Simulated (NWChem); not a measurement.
System: Si2H3 cation, singlet

Output (shortened):

```
             Northwest Computational Chemistry Package (NWChem) 7.3.0
             --------------------------------------------------------

                             Geometry "geometry" -> ""
                             -------------------------

 Output coordinates in angstroms (scale by  1.889725989 to convert to a.u.)

  No.       Tag          Charge          X              Y              Z
 ---- ---------------- ---------- -------------- -------------- --------------
    1 Si                  14.0000     0.00000000     0.00000000     1.33261200
    2 Si                  14.0000     0.00000000     0.00000000    -1.07543600
    3 H                    1.0000     1.20901400    -0.79271700    -1.44972900
    4 H                    1.0000     0.08200700     1.44339500    -1.44972900
    5 H                    1.0000    -1.29102000    -0.65067800    -1.44972900

 Effective nuclear repulsion energy (a.u.)      65.6765101391

                                 NWChem DFT Module
                                 -----------------

 Summary of "ao basis" -> "ao basis" (spherical)
 ------------------------------------------------------------------------------
       Tag                 Description            Shells   Functions and Types
 ---------------- ------------------------------  ------  ---------------------
 Si                         def2-svp                 8       18   4s3p1d
 H                          def2-svp                 3        5   2s1p

            General Information
            -------------------
          SCF calculation type: DFT
          Wavefunction type:  closed shell.
          No. of atoms     :     5
          No. of electrons :    30
           Alpha electrons :    15
            Beta electrons :    15
          Charge           :     1
          Spin multiplicity:     1
          Use of symmetry is: off; symmetry adaption is: off
          Maximum number of iterations: 150
          AO basis - number of functions:    51
                     number of shells:    25
          Convergence on energy requested:  1.00D-06
          Convergence on density requested:  1.00D-05
          Convergence on gradient requested:  5.00D-04

              XC Information
              --------------
                         B3LYP Method XC Potential
                     Hartree-Fock (Exact) Exchange  0.200
                        Slater Exchange Functional  0.800 local
                    Becke 1988 Exchange Functional  0.720 non-local
              Lee-Yang-Parr Correlation Functional  0.810
                  VWN I RPA Correlation Functional  0.190 local

             Grid Information
             ----------------
          Grid used for XC integration:  medium
          Radial quadrature: Mura-Knowles
          Angular quadrature: Lebedev.
          Tag              B.-S. Rad. Rad. Pts. Rad. Cut. Ang. Pts.
          ---              ---------- --------- --------- ---------
          Si                  1.10       88          10.0       590
          H                   0.35       45          10.0       434
          Grid pruning is: on
          Number of quadrature shells:   311
          Spatial weights used:  Erf1

      Superposition of Atomic Density Guess
      -------------------------------------

 Sum of atomic energies:        -578.97492570

 Renormalizing density from      31.00 to     30

      Non-variational initial energy
      ------------------------------

 Total energy =    -567.371127
 1-e energy   =    -903.081579
 2-e energy   =     270.033942
 HOMO         =      -0.523301
 LUMO         =      -0.372463

     ---------------------------------------------
      Total Density - Mulliken Population Analysis
     ---------------------------------------------

    Atom       Charge   Shell Charges
 -----------   ------   -------------------------------------------------------
    1 Si  14    12.90   2.00  2.00  1.59  0.38  5.97  0.52  0.40  0.04
    2 Si  14    14.45   2.00  2.00  1.27  0.13  5.98  1.65  1.33  0.10
    3 H    1     0.88   0.63  0.24  0.01
    4 H    1     0.88   0.63  0.24  0.01
    5 H    1     0.88   0.63  0.24  0.01

   convergence    iter        energy       DeltaE   RMS-Dens  Diis-err
 ---------------- ----- ----------------- --------- --------- ---------
 d= 0,ls=0.0,diis     1   -580.1767272670 -6.46D+02  2.58D-02  8.07D-01
 d= 0,ls=0.0,diis     2   -580.2074815933 -3.08D-02  1.63D-02  2.32D-01
 d= 0,ls=0.0,diis     3   -580.2507177237 -4.32D-02  5.35D-03  2.84D-02
 d= 0,ls=0.0,diis     4   -580.2580762930 -7.36D-03  5.83D-04  1.93D-04
 d= 0,ls=0.0,diis     5   -580.2581300692 -5.38D-05  1.36D-04  4.30D-05
  Resetting Diis
 d= 0,ls=0.0,diis     6   -580.2581409386 -1.09D-05  1.64D-05  1.27D-07
 d= 0,ls=0.0,diis     7   -580.2581409793 -4.07D-08  2.40D-06  3.52D-09

         Total DFT energy =     -580.258140979292
      One electron energy =     -926.780979208017
           Coulomb energy =      323.449462794852
    Exchange-Corr. energy =      -42.603134705272
 Nuclear repulsion energy =       65.676510139145

 Numeric. integr. density =       30.000005234737

                       DFT Final Molecular Orbital Analysis
                       ------------------------------------

 Vector   13  Occ=2.000000D+00  E=-5.565090D-01
              MO Center= -4.3D-01,  1.5D-01, -1.2D+00, r^2= 2.3D+00
   Bfn.  Coefficient  Atom+Function         Bfn.  Coefficient  Atom+Function
  ----- ------------  ---------------      ----- ------------  ---------------
    47      0.344145  5 H  s                 42     -0.298276  4 H  s
    27     -0.239026  2 Si py                26     -0.202720  2 Si px
    30     -0.186487  2 Si py                29     -0.158161  2 Si px
    24      0.134485  2 Si py                48      0.133594  5 H  s
    43     -0.115788  4 H  s                 23      0.114058  2 Si px

 Vector   14  Occ=2.000000D+00  E=-5.565089D-01
              MO Center=  4.3D-01, -1.5D-01, -1.2D+00, r^2= 2.3D+00
   Bfn.  Coefficient  Atom+Function         Bfn.  Coefficient  Atom+Function
  ----- ------------  ---------------      ----- ------------  ---------------
    37      0.370902  3 H  s                 26      0.239026  2 Si px
    42     -0.225174  4 H  s                 27     -0.202720  2 Si py
    29      0.186487  2 Si px                30     -0.158161  2 Si py
    47     -0.145728  5 H  s                 38      0.143981  3 H  s
    23     -0.134485  2 Si px                24      0.114058  2 Si py

 Vector   15  Occ=2.000000D+00  E=-4.734268D-01
              MO Center=  3.6D-07, -1.2D-07,  6.8D-01, r^2= 3.5D+00
   Bfn.  Coefficient  Atom+Function         Bfn.  Coefficient  Atom+Function
  ----- ------------  ---------------      ----- ------------  ---------------
    10      0.416916  1 Si pz                13      0.334627  1 Si pz
    28     -0.283444  2 Si pz                31     -0.236734  2 Si pz
     3      0.233215  1 Si s                  7     -0.200249  1 Si pz
     4      0.192099  1 Si s                 25      0.147478  2 Si pz
     2      0.127722  1 Si s                 37      0.096743  3 H  s

 Vector   16  Occ=0.000000D+00  E=-3.660356D-01
              MO Center=  5.8D-03,  2.1D-02,  1.2D+00, r^2= 2.6D+00
   Bfn.  Coefficient  Atom+Function         Bfn.  Coefficient  Atom+Function
  ----- ------------  ---------------      ----- ------------  ---------------
    12      0.611285  1 Si py                 9      0.489004  1 Si py
     6     -0.239580  1 Si py                43     -0.125354  4 H  s
    42     -0.113663  4 H  s                 38      0.074021  3 H  s
    37      0.067117  3 H  s                 33      0.060740  2 Si d -1
    48      0.051333  5 H  s                 47      0.046546  5 H  s

 Vector   17  Occ=0.000000D+00  E=-3.660355D-01
              MO Center= -5.8D-03, -2.1D-02,  1.2D+00, r^2= 2.6D+00
   Bfn.  Coefficient  Atom+Function         Bfn.  Coefficient  Atom+Function
  ----- ------------  ---------------      ----- ------------  ---------------
    11      0.611285  1 Si px                 8      0.489003  1 Si px
     5     -0.239580  1 Si px                48      0.115109  5 H  s
    47      0.104374  5 H  s                 38     -0.102011  3 H  s
    37     -0.092497  3 H  s                 35     -0.060740  2 Si d  1
    29      0.038160  2 Si px                26     -0.032453  2 Si px

[...]

                     NWChem Electrostatic Potential Fit Module
                     -----------------------------------------

 Atom parameters

 Number of atoms is                                    5
 Number of basis functions is                         51

 Grid parameters

 Maximum number of grid points is                  29220
 Number of grid points is                          29219
 Grid range                                     0.300000 nm
 Grid spacing                                   0.020000 nm
 Probe radius                                   0.070000 nm
 Atom radius factor                             1.000000

 Atomic radii

    1    0.100000
   14    0.187000
 FASTESP  F
  using M.O. file = ./job.movecs

    Atom              Coordinates                           Charge

                                                  ESP

    1 Si    0.000000    0.000000    0.133261    0.652955
    2 Si    0.000000    0.000000   -0.107544    0.511186
    3 H     0.120901   -0.079272   -0.144973   -0.054385
    4 H     0.008201    0.144340   -0.144973   -0.055296
    5 H    -0.129102   -0.065068   -0.144973   -0.054460
                                            ------------
                                                1.000000

 Dipole moment                                  0.937863

 Quadrupole moment Qxx                         -5.389420
                   Qyy                         -5.408639
                   Qzz                         10.798059

 RMS deviation kJ/mol                           0.125354

 RRMS %                                         5.066561
```

Level: B3LYP/def2-SVP. Low-valent species are run as closed-shell singlets; no triplet was tried in these runs. Structure relaxed at the PBE0/def2-SVP level.

Problem. Reconstruct the input file.

Solution. This is not unique; one that fits is the input that was run:
```
start job
memory heap 200 mb stack 700 mb global 900 mb
charge 1
geometry units angstroms noautosym nocenter noautoz
  Si     0.000000     0.000000     1.332612
  Si     0.000000     0.000000    -1.075436
  H      1.209014    -0.792717    -1.449729
  H      0.082007     1.443395    -1.449729
  H     -1.291020    -0.650678    -1.449729
end
basis spherical
  * library def2-svp
end
dft
  xc b3lyp
  iterations 150
  mulliken
end
task dft energy
esp
  recalculate
  probe 0.07
  range 0.3
  factor 1.0
  spacing 0.02
end
task esp
```
